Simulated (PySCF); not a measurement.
Si(CCH)2(Me)(OH) (C5H6OSi), SMILES C(#C)[Si](C)(O)C#C.

Coordinates come from a PBE0-D3(BJ)/def2-SVP optimisation. Other conformers were not sampled.

Method: PBE0/def2-TZVP in PySCF.

Symmetry labels are those of the subgroup Cs that the program uses (full group Cs).

Q: List the valence orbital energies around the gap with their symmetry. (Estimate from the structure and the level; the computed values follow.)

A: 
| orbital | symmetry | energy (eV) |
|---|---|---|
| HOMO−7 | A" | -11.09 |
| HOMO−6 | A' | -10.72 |
| HOMO−5 | A' | -9.80 |
| HOMO−4 | A" | -9.46 |
| HOMO−3 | A' | -8.53 |
| HOMO−2 | A' | -8.28 |
| HOMO−1 | A" | -8.25 |
| HOMO | A" | -8.07 |
| LUMO | A' | -0.67 |
| LUMO+1 | A' | -0.35 |
| LUMO+2 | A" | 0.63 |
| LUMO+3 | A" | 0.98 |
